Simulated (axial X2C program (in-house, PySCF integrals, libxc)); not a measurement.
**Estimating the spin–orbit splitting of the π levels of SrBr⁺**

All values were computed with an in-house relativistic program for diatomic molecules. Spin-free means the one-electron spin-free X2C Hamiltonian; two-component (2c) means X2C with spin–orbit coupling and atomic mean-field two-electron Coulomb and Gaunt terms, so the difference of the two also holds small scalar two-electron terms. Basis: Sr dyall-cv3z [13s12p8d5f1g], Br dyall-cv3z [8s9p6d4f1g] (cores contracted in-house); Gaussian nuclei, density fitting, unrestricted open shells. Masses: Sr 87.906 u, Br 78.918 u.

Hartree–Fock at 2.613 Å, closed shell. Valence p splittings ε(p3/2) − ε(p1/2) of spherical Dirac–Hartree–Fock atoms with fractionally filled p shells: Br 4p 0.555 eV.

```json
{"filled π level (eV), spin-free": "-14.37", "Br p share": "0.87", "Sr p share": "0.02"}
```

Question: In first order a p shell splits by 3ζ/2 and a π orbital by ζ. Estimate the splitting of each π level from the shares.

Answer: level -14.37 eV: (2/3) × (0.87 × 0.555) = 0.32 eV.

The two-component Hartree–Fock calculation gives:

```csv
ε(ω = 1/2) (eV),σ share of it,ε(ω = 3/2) (eV),splitting (eV),estimate (eV)
-14.446,0.17,-14.197,0.25,0.32
```

The estimate leaves out the mixing of π1/2 with σ1/2 levels, which pushes the ω = 1/2 spinor up or down, the d and f parts of the orbital, small shares of the strongly split outer-core p shell of a metal, the Gaunt term (absent from the atomic values), and the change of the atomic p orbitals with charge; Löwdin shares depend on the basis.
